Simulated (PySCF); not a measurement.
Compound: C5H10N2Si2.
Z-matrix (Å and degrees, PBE0-D3(BJ)/def2-SVP geometry), rows numbered from 1:
```
N 
Si  1  1.7361
Si  2  2.3451  1  107.43
C   2  1.8830  1  107.81  3   117.58
C   4  1.4002  2  122.16  1   154.79
C   5  1.3946  4  119.23  2   177.97
N   6  1.3306  5  123.52  4     0.26
C   7  1.3306  6  117.51  5    -0.19
C   8  1.3947  7  123.60  6    -0.09
H   1  1.0157  2  119.00  3  -179.63
H   1  1.0142  2  119.09  3    40.78
H   2  1.5037  1  116.61  3  -122.47
H   3  1.4958  2  109.95  1    61.40
H   3  1.4984  2  111.26  1   -58.69
H   3  1.4960  2  109.88  1  -178.75
H   5  1.0941  4  121.10  2    -2.42
H   6  1.0966  5  120.09  4  -179.99
H   8  1.0967  7  116.37  6   179.93
H   9  1.0935  4  120.35  2     2.15
```

Computed with TDDFT CAM-B3LYP/def2-SVPD, vertical, gas phase, core orbitals frozen in the response in PySCF.

Kohn–Sham orbitals with the atoms that hold most of them (Löwdin shares over 4%, at most four atoms; ? is withheld):

```tsv
orbital	ε (eV)	atoms
LUMO+2	0.78	Si2 22%, Si3 14%, H11 11%, H10 11%
LUMO+1	0.49	C8 17%, C5 17%, C6 16%, C9 16%
LUMO	-0.20	?
HOMO	?	N7 44%, C6 9%, C8 9%, C5 6%
HOMO-1	-8.86	C5 21%, C8 20%, C6 20%, C9 20%
HOMO-2	-8.89	N1 19%, Si2 15%, N7 13%, Si3 11%
HOMO-3	-9.45	N1 43%, Si2 10%, C4 10%, N7 8%
```

Q: Which atoms hold the LUMO, and with what shares?

A: C4 (bonded to 2 C and Si) 21%; N7 (bonded to 2 C) 18%; C9 (bonded to 2 C and H) 11%; C5 (bonded to 2 C and H) 11%. By element: carbon 42% or more, nitrogen 18% or more.

Q: What is the HOMO energy, and the HOMO–LUMO gap?

A: ε(HOMO) = -8.71 eV; the gap is 8.52 eV (0.3130 hartree).

Q: How does S1 compare with the orbital gap of 8.52 eV?

A: S1 is at 4.76 eV (f = 0.0086), 3.75 eV below the gap, made of HOMO→LUMO (80%), HOMO-2→LUMO (11%). Without the coupling terms of the response equations the lowest excitation would equal the gap.

Q: One configuration dominates each of S1 and S2. Which, and how do the shares of the two leading atoms of either orbital change from the occupied to the empty one?

A: 
- S1 (4.76 eV, f 0.0086), HOMO→LUMO (80%): N7 44% → 18%, C6 9% → at most 11%, C4 at most 6% → 21%
- S2 (5.28 eV, f 0.0003), HOMO→LUMO+1 (82%): N7 44% → at most 16%, C6 9% → 16%, C8 9% → 17%, C5 6% → 17%

Löwdin shares depend on the basis, the more so with diffuse functions.

One conformer stands for the species.
